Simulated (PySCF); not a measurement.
FH4NOSi, SMILES N[SiH](O)F. Atoms are numbered in the order given.

```xyz
8

Si    -0.0326    -0.1816    -0.2878
N      1.4958    -0.5129     0.3725
O     -0.1287     1.4543    -0.5168
F     -1.2918    -0.5564     0.6841
H     -0.2287    -1.0022    -1.5036
H      1.9465    -1.4151     0.2840
H      1.9311     0.0835     1.0664
H     -1.0079     1.8399    -0.4473
```
Charge 0, spin multiplicity 1.

Geometry: ωB97X-D3(BJ)/def2-SVP. One conformer was computed; it need not be the lowest.

Method: PySCF with ωB97X-D3(BJ)/def2-SVP.

Frequencies are harmonic and unscaled.

```
mode  ν (cm⁻¹)  IR (km/mol)  moving atoms (share of kinetic energy)
----  --------  -----------  --------------------------------------
1          191          8.2                  H 62 %, O 18 %, N 10 %
2          238         59.4                          H 78 %, F 13 %
3          259        154.1                           H 79 %, F 9 %
4          311         84.3          N 36 %, H 26 %, F 21 %, O 10 %
5          364         15.4         H 53 %, Si 18 %, N 13 %, O 13 %
6          380         98.3  H 24 %, F 23 %, Si 22 %, O 22 %, N 9 %
7          722         41.8                          H 74 %, N 14 %
8          808         92.8                          H 67 %, O 23 %
9          827         83.3         F 31 %, H 24 %, Si 21 %, N 17 %
10         859         36.9                          H 70 %, O 15 %
11         908         12.6                          H 69 %, N 22 %
12         956        325.8         Si 44 %, H 22 %, O 20 %, F 11 %
13        1009        272.4                 Si 44 %, H 31 %, N 14 %
14        1539         78.9                          H 87 %, N 12 %
15        2318        148.6                                  H 97 %
16        3642         46.5                                  H 96 %
17        3745         54.0                           H 91 %, N 9 %
18        3939        112.7                                  H 94 %
```
